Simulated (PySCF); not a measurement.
Isomers of C3H8O2Si. Method: PBE0-D3(BJ)/def2-SVP geometry optimisation, gas phase in PySCF 2.14.0. One conformer each; no zero-point energy, no entropy. No frequencies were run at this level. Point groups hold within 0.08 Å.

Question: Order them by energy at this level, lowest first, and give relative energies in kcal/mol.
A. `[CH2:1]=[CH:2][CH2:3][SiH:4]([OH:5])[OH:6]` with C1–C2–C3–Si4 94°, C2–C3–Si4–O5 -50°, C3–Si4–O5–H 37°, C3–Si4–O6–H -175°
B. `[O:1]=[C:2]([OH:3])[CH2:4][CH2:5][SiH3:6]` with O1–C2–O3–H -1°, O1–C2–C4–C5 -23°, C2–C4–C5–Si6 52°
C. `[OH:1][CH2:2]/[CH:3]=[CH:4]\[O:5][SiH3:6]` with H–O1–C2–C3 57°, O1–C2–C3–C4 -126°, C3–C4–O5–Si6 177°
D. `[CH2:1]=[CH:2][O:3][Si@H:4]([CH3:5])[OH:6]` with C1–C2–O3–Si4 -2°, C2–O3–Si4–C5 -70°, O3–Si4–O6–H 58°
E. `[OH:1][SiH2:2][O:3][CH:4]1[CH2:5][CH2:6]1` with H–O1–Si2–O3 54°, O1–Si2–O3–C4 -164°, Si2–O3–C4–C5 -152°
F. `[CH2:1]=[C:2]([CH3:3])[SiH:4]([OH:5])[OH:6]` with C1–C2–Si4–O5 -4°, C2–Si4–O5–H 101°, C2–Si4–O6–H -179°

Answer: A (0.0), F (2.0), D (5.6), E (22.2), B (30.5), C (55.4).

As drawn, the lowest has an Si–C bond, which the highest lacks. Neighbours under 2.5 kcal/mol apart (C=CC[SiH](O)O and C=C(C)[SiH](O)O) can change places with a better method, another conformer or zero-point energy.

```json
{"SMILES": "C=CC[SiH](O)O", "E (Eh)": "-558.43687", "E rel (kcal/mol)": "0.0", "dipole (D)": "0.57", "point group": "C1", "A, B, C (MHz)": "4407, 1976, 1710"}
{"SMILES": "C=C(C)[SiH](O)O", "E (Eh)": "-558.43370", "E rel (kcal/mol)": "2.0", "dipole (D)": "1.80", "point group": "C1", "A, B, C (MHz)": "3968, 2294, 1627"}
{"SMILES": "C=CO[Si@H](C)O", "E (Eh)": "-558.42797", "E rel (kcal/mol)": "5.6", "dipole (D)": "1.78", "point group": "C1", "A, B, C (MHz)": "4999, 1901, 1546"}
{"SMILES": "O[SiH2]OC1CC1", "E (Eh)": "-558.40146", "E rel (kcal/mol)": "22.2", "dipole (D)": "1.61", "point group": "C1", "A, B, C (MHz)": "9684, 1392, 1306"}
{"SMILES": "O=C(O)CC[SiH3]", "E (Eh)": "-558.38823", "E rel (kcal/mol)": "30.5", "dipole (D)": "2.41", "point group": "C1", "A, B, C (MHz)": "6093, 1676, 1389"}
{"SMILES": "OC/C=C\\O[SiH3]", "E (Eh)": "-558.34861", "E rel (kcal/mol)": "55.4", "dipole (D)": "2.74", "point group": "C1", "A, B, C (MHz)": "9420, 1070, 1014"}
```
